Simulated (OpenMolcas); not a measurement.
An atom or ion with 22 electrons was computed by SS-CASPT2, IPEA 0.25 Eh, imaginary shift 0.1 Eh with spin-orbit coupling (OpenMolcas, ANO-RCC-VTZP, DKH2). The lowest levels that the run gave, each within 12 % of the measured value where one is at hand:

```json
{"J": "0", "Parity": "even", "E (cm⁻¹)": "0.0", "g": ""}
{"J": "1", "Parity": "even", "E (cm⁻¹)": "294", "g": "1.501"}
{"J": "2", "Parity": "even", "E (cm⁻¹)": "851", "g": "1.501"}
{"J": "3", "Parity": "even", "E (cm⁻¹)": "1625", "g": "1.501"}
{"J": "4", "Parity": "even", "E (cm⁻¹)": "2580", "g": "1.500"}
{"J": "0", "Parity": "even", "E (cm⁻¹)": "30720", "g": ""}
{"J": "4", "Parity": "even", "E (cm⁻¹)": "32460", "g": "0.815"}
{"J": "1", "Parity": "even", "E (cm⁻¹)": "32480", "g": "1.498"}
{"J": "5", "Parity": "even", "E (cm⁻¹)": "33140", "g": "1.038"}
{"J": "6", "Parity": "even", "E (cm⁻¹)": "33850", "g": "1.166"}
{"J": "2", "Parity": "even", "E (cm⁻¹)": "35110", "g": "0.669"}
{"J": "3", "Parity": "even", "E (cm⁻¹)": "35200", "g": "1.054"}
```

**Question.** Which ion is it, and what are the configurations and terms?

**Answer.** Ni VII (Z = 28, charge +6; active space 4 electrons in 5 orbitals (3d)). J, parity and g give the terms where levels are pure, and mixed ones are named by the computed weights; the size of the splittings, set against known spectra of the 22-electron sequence, gives the charge. In order, with the measured energies in cm⁻¹ (Corliss and Sugar, J. Phys. Chem. Ref. Data 10, 197 (1981)): 3d⁴ ⁵D₀, 3d⁴ ⁵D₁ (279), 3d⁴ ⁵D₂ (804), 3d⁴ ⁵D₃ (1520), 3d⁴ ⁵D₄ (2392), 3d⁴ ³P₀(1) (30077), 3d⁴ ³H₄ (31672), 3d⁴ ³P₁(1) (31836), 3d⁴ ³H₅ (32286), 3d⁴ ³H₆ (32877), 3d⁴ ³F₂(1) (34247), 3d⁴ ³F₃(1) (34317).

CASPT2 does not keep the components of a term degenerate, so their means are used; among the terms shown or strongly mixed into the levels shown the widest spread is 140 cm-1 (3d⁴ ³F(1)). Terms from blocks run as CI alone lack orbitals of their own. Measured partners are found by configuration, term and J. A level has none where our copy of the source lacks it or the pairing is in doubt (some pairs that miss far off the trend of their configuration count as doubtful), and it then counts in no deviation. Only configurations of the active space appear.

A number in round brackets counts repeated terms of one configuration in the order of the reference energies.
